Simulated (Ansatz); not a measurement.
Start from `CCC[TeH]` and change one atom or group to get `[AlH2][CH2]C[TeH]`.

Ansatz, PBE0-D4/def2-TZVP geometries, multiplicity 1. Each molecule was computed in one conformer, which needn't be the lowest.

Elements past krypton have def2 core potentials.  Spin–orbit coupling is left out; it splits and shifts lone-pair levels of the heavy atoms by tenths of an eV.

```
                                        property  `CCC[TeH]`
             HOMO energy (B3LYP/def2-TZVPP) / eV       -5.79
            HOMO–LUMO gap (PBE0/def2-TZVPP) / eV        5.46
               HOMO energy (PBE/def2-TZVPP) / eV       -4.96
             LUMO energy (B3LYP/def2-TZVPP) / eV       -0.78
size of the dipole moment (B3LYP/def2-TZVPP) / D        1.46
         HOMO–LUMO gap (ωB97M-V/def2-TZVPP) / eV        9.37
```

Task: Give the same properties after the change, and the shifts. (Estimate.)

Result: Computed: 
| property | `[AlH2][CH2]C[TeH]` | shift |
| --- | --- | --- |
| HOMO energy (B3LYP/def2-TZVPP) / eV | -5.78 | 0.01 |
| HOMO–LUMO gap (PBE0/def2-TZVPP) / eV | 4.41 | -1.05 |
| HOMO energy (PBE/def2-TZVPP) / eV | -4.96 | 0.00 |
| LUMO energy (B3LYP/def2-TZVPP) / eV | -1.80 | -1.02 |
| size of the dipole moment (B3LYP/def2-TZVPP) / D | 1.10 | -0.36 |
| HOMO–LUMO gap (ωB97M-V/def2-TZVPP) / eV | 8.11 | -1.26 |

Dipoles are sizes alone; their direction can turn.

B3LYP here is the variant with VWN-RPA as its local correlation; programs differ in this.
